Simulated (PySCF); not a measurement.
A structure optimised at PBE-D3(BJ)/def2-SVP, used in a PySCF frequency run:

```xyz
5

Nb     0.0000     0.0000    -0.2158
O      0.0000     0.0000    -1.9145
Cl     1.8953     1.0943     0.4738
Cl    -1.8953     1.0943     0.4738
Cl     0.0000    -2.1886     0.4738
```

Problem. Write its SMILES, formula and point group.

Solution. [O]=[Nb]([Cl])([Cl])[Cl], Cl₃NbO, C3v

Problem. What are its rotational constants (standard atomic weights)?

Solution. 1.4797, 1.4797, 0.99212 GHz
